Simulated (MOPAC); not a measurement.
MOPAC input (PM3):

```
PM3 1SCF CHARGE=-1 GEO-OK AUX(PRECISION=9) THREADS=1
C2H9Si2

C    -0.60068100 1    2.07189600 1    0.08495300 1
Si   -0.25790000 1    0.44217500 1   -0.50797100 1
C    -1.76555100 1   -0.72690900 1   -0.52213800 1
Si    1.37112600 1   -0.93836100 1    0.65769200 1
H     0.10082200 1    2.86817100 1   -0.16169900 1
H    -1.02287600 1    2.18519700 1    1.08410300 1
H     0.31723300 1    0.43620800 1   -1.89882500 1
H    -2.55524400 1   -0.31329200 1   -1.15531800 1
H    -1.50745300 1   -1.72847700 1   -0.87915200 1
H    -2.16799900 1   -0.82425900 1    0.49067700 1
H     1.02046800 1   -1.10634300 1    2.11073100 1
H     1.70433600 1   -2.35545100 1    0.23604400 1
H     2.72294800 1   -0.28507300 1    0.70046100 1
```

From the output:

```
                                                       MOPAC v23.2.5 Linux

          FINAL HEAT OF FORMATION =         -3.52332 KCAL/MOL =     -14.74158 KJ/MOL

          COSMO AREA              =        147.37 SQUARE ANGSTROMS
          COSMO VOLUME            =        144.92 CUBIC ANGSTROMS

          IONIZATION POTENTIAL    =          2.108706 EV
          HOMO LUMO ENERGIES (EV) =         -2.109  3.801
          NO. OF FILLED LEVELS    =         13
          MOLECULAR WEIGHT        =         89.2641         POINT GROUP:  C1

          MOLECULAR DIMENSIONS (Angstroms)

            Atom       Atom       Distance
            H    13    H     8     5.59500
            H    12    H     5     5.23420
            H    11    H     7     3.59419

          SCF CALCULATIONS        =          1

   ATOM   CHEMICAL          X               Y               Z
  NUMBER   SYMBOL      (ANGSTROMS)     (ANGSTROMS)     (ANGSTROMS)

     1       C         -0.60068100  *   2.07189600  *   0.08495300  *
     2      Si         -0.25790000  *   0.44217500  *  -0.50797100  *
     3       C         -1.76555100  *  -0.72690900  *  -0.52213800  *
     4      Si          1.37112600  *  -0.93836100  *   0.65769200  *
     5       H          0.10082200  *   2.86817100  *  -0.16169900  *
     6       H         -1.02287600  *   2.18519700  *   1.08410300  *
     7       H          0.31723300  *   0.43620800  *  -1.89882500  *
     8       H         -2.55524400  *  -0.31329200  *  -1.15531800  *
     9       H         -1.50745300  *  -1.72847700  *  -0.87915200  *
    10       H         -2.16799900  *  -0.82425900  *   0.49067700  *
    11       H          1.02046800  *  -1.10634300  *   2.11073100  *
    12       H          1.70433600  *  -2.35545100  *   0.23604400  *
    13       H          2.72294800  *  -0.28507300  *   0.70046100  *

                             CARTESIAN COORDINATES

   1    C       -0.600681000     2.071896000     0.084953000
   2   Si       -0.257900000     0.442175000    -0.507971000
   3    C       -1.765551000    -0.726909000    -0.522138000
   4   Si        1.371126000    -0.938361000     0.657692000
   5    H        0.100822000     2.868171000    -0.161699000
   6    H       -1.022876000     2.185197000     1.084103000
   7    H        0.317233000     0.436208000    -1.898825000
   8    H       -2.555244000    -0.313292000    -1.155318000
   9    H       -1.507453000    -1.728477000    -0.879152000
  10    H       -2.167999000    -0.824259000     0.490677000
  11    H        1.020468000    -1.106343000     2.110731000
  12    H        1.704336000    -2.355451000     0.236044000
  13    H        2.722948000    -0.285073000     0.700461000

           Empirical Formula: C2 H9 Si2  =    13 atoms

      MOLECULAR POINT GROUP   :   C1

                  EIGENVALUES
 -24.84892 -21.32708 -11.89757 -10.61866  -9.78487  -9.38676  -8.84513  -7.40547
  -7.35440  -6.52310  -6.10326  -5.12290  -2.10871   3.80127   5.41943   5.84265
   6.08970   6.17768   6.42795   6.77928   8.43100   8.71584   8.75211   9.67216
  10.00708

              NET ATOMIC CHARGES AND DIPOLE CONTRIBUTIONS

  ATOM NO.   TYPE          CHARGE      No. of ELECS.   s-Pop       p-Pop
    1          C          -0.507707        4.5077     1.26319     3.24452
    2         Si           0.134019        3.8660     1.09207     2.77391
    3          C          -0.181199        4.1812     1.14882     3.03238
    4         Si          -0.211652        4.2117     1.25734     2.95431
    5          H           0.051404        0.9486     0.94860
    6          H           0.054758        0.9452     0.94524
    7          H          -0.053640        1.0536     1.05364
    8          H           0.027918        0.9721     0.97208
    9          H           0.037844        0.9622     0.96216
   10          H           0.037113        0.9629     0.96289
   11          H          -0.127860        1.1279     1.12786
   12          H          -0.135833        1.1358     1.13583
   13          H          -0.125164        1.1252     1.12516
 DIPOLE           X         Y         Z       TOTAL
 POINT-CHG.    -3.185    -0.068    -2.140     3.838
 HYBRID         1.730    -1.260     1.606     2.676
 SUM           -1.455    -1.327    -0.534     2.041

          ATOMIC ORBITAL ELECTRON POPULATIONS

     Atom    s        px        py        pz
    1  C   1.26319   1.16063   0.94772   1.13616
    2 Si   1.09207   0.93066   0.86149   0.98177
    3  C   1.14882   1.01476   1.01319   1.00443
    4 Si   1.25734   1.03116   0.93792   0.98523
    5  H   0.94860
    6  H   0.94524
    7  H   1.05364
    8  H   0.97208
    9  H   0.96216
   10  H   0.96289
   11  H   1.12786
   12  H   1.13583
   13  H   1.12516

 **********************
 *                    *
 * JOB ENDED NORMALLY *
 *                    *
 **********************

 == MOPAC DONE ==
```

The dipole moment of an ion depends on the origin.

The geometry given is a B3LYP-D3(BJ)/def2-TZVP minimum.
